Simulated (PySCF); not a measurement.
What does the PBE0-D3(BJ)/def2-SVP structure of `[SiH3]N([SiH3])[C@@H]1C[C@@H]2C=C[C@H]1C2` look like in three dimensions?

```xyz
25
C7H15NSi2 angstrom
Si    -2.7729   -0.9674    0.4798
N     -1.6030    0.2898    0.1343
Si    -1.9816    1.6114   -0.9450
C     -0.2864    0.1022    0.7454
C      0.7441    1.2394    0.5153
C      1.9763    0.4898   -0.0620
C      1.5564    0.0080   -1.4346
C      0.6615   -0.9744   -1.2573
C      0.4901   -1.1571    0.2331
C      1.9006   -0.8236    0.7310
H     -2.5715   -1.4092    1.8960
H     -2.6217   -2.1784   -0.3907
H     -4.1536   -0.4326    0.3048
H     -3.3930    1.3867   -1.3777
H     -1.1199    1.6697   -2.1660
H     -1.8911    2.9467   -0.2726
H     -0.4290   -0.0247    1.8343
H      0.9879    1.7469    1.4604
H      0.3902    2.0183   -0.1770
H      2.9150    1.0574   -0.0110
H      1.8415    0.4787   -2.3775
H      0.0690   -1.4747   -2.0247
H      0.0518   -2.1096    0.5639
H      1.9604   -0.6820    1.8225
H      2.6498   -1.5620    0.4108
```

Any rigid rotation of these coordinates is as good. Atoms count from 1 in this order. Si1 (SiH3 silicon) is distorted tetrahedral (angles from 107.3° to 113.4°). The 5-membered ring C4–C5–C6–C10–C9 has internal angles of 93.7° to 103.2°; it is puckered, 0.28 Å rms from its mean plane, widest ring torsion 59°. Of the pairs four or more bonds apart, Si3···H19 is among the closest relative to their van der Waals radii: 2.53 Å, 77 % of the sum of Bondi's values. The 5-membered ring C6–C7–C8–C9–C10 has internal angles of 93.7° to 107.4°; it is puckered, 0.24 Å rms from its mean plane, widest ring torsion 50°.

Bonds between heavy atoms (Å): Si1–N2 1.752, N2–Si3 1.748, N2–C4 1.464, C4–C5 1.552, C5–C6 1.554, C6–C7 1.514, C7=C8 1.341, C8–C9 1.511, C9–C10 1.532, C4–C9 1.566, C6–C10 1.536.

Level of theory: PBE0-D3(BJ)/def2-SVP geometry optimisation, gas phase (PySCF).

Point group: C1 (no symmetry element, even within 0.4 Å). Whether it is a minimum is left open (no frequencies). The numbers are those of one conformer (Si1–N2–C4–C5 -177°).
